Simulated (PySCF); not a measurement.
**B⁺ (boron, charge +1) across methods**

[He] 2s1 3s1, high-spin 3S determinant (an excited configuration). Computed with PySCF 2.14 in x2c-TZVPPall with one added diffuse shell each of s, p, d type (6s4p3d1f, 40 functions), with the spin-free X2C one-electron Hamiltonian (Gaussian nucleus).

```json
{"method": "r2SCAN", "E (hartree)": "-23.7605", "mean ε 1s β (eV)": "-206.29", "mean ε 2s α (eV)": "-26.495", "mean ε 3s α (eV)": "-7.248", "Σ⟨r²⟩ (bohr²)": "27.87", "⟨S²⟩": "2.000"}
{"method": "wB97X", "E (hartree)": "-23.7825", "mean ε 1s β (eV)": "-212.07", "mean ε 2s α (eV)": "-30.026", "mean ε 3s α (eV)": "-8.991", "Σ⟨r²⟩ (bohr²)": "28.13", "⟨S²⟩": "2.000"}
{"method": "CAM-B3LYP", "E (hartree)": "-23.7504", "mean ε 1s β (eV)": "-211.32", "mean ε 2s α (eV)": "-29.044", "mean ε 3s α (eV)": "-8.336", "Σ⟨r²⟩ (bohr²)": "27.79", "⟨S²⟩": "2.000"}
{"method": "PBE0", "E (hartree)": "-23.7425", "mean ε 1s β (eV)": "-210.33", "mean ε 2s α (eV)": "-27.603", "mean ε 3s α (eV)": "-7.775", "Σ⟨r²⟩ (bohr²)": "27.49", "⟨S²⟩": "2.000"}
{"method": "PBE", "E (hartree)": "-23.7342", "mean ε 1s β (eV)": "-202.98", "mean ε 2s α (eV)": "-26.146", "mean ε 3s α (eV)": "-7.317", "Σ⟨r²⟩ (bohr²)": "27.25", "⟨S²⟩": "2.000"}
{"method": "UHF", "E (hartree)": "-23.70610", "mean ε 1s β (eV)": "-231.59", "mean ε 2s α (eV)": "-31.618", "mean ε 3s α (eV)": "-8.820", "Σ⟨r²⟩ (bohr²)": "28.81", "⟨S²⟩": "2.000"}
{"method": "revPBE", "E (hartree)": "-23.7771", "mean ε 1s β (eV)": "-203.22", "mean ε 2s α (eV)": "-26.147", "mean ε 3s α (eV)": "-7.336", "Σ⟨r²⟩ (bohr²)": "27.24", "⟨S²⟩": "2.000"}
{"method": "LDA", "E (hartree)": "-23.4785", "mean ε 1s β (eV)": "-201.03", "mean ε 2s α (eV)": "-25.940", "mean ε 3s α (eV)": "-7.239", "Σ⟨r²⟩ (bohr²)": "27.45", "⟨S²⟩": "2.000"}
```

Estimate the same row for PBEsol.

E (hartree) = -23.6075; mean ε 1s β (eV) = -201.88; mean ε 2s α (eV) = -25.972; mean ε 3s α (eV) = -7.257; Σ⟨r²⟩ (bohr²) = 27.35; ⟨S²⟩ = 2.000.

The outer electron is Rydberg-like, and this basis confines it to a smaller radius and binds it less than a complete one would.
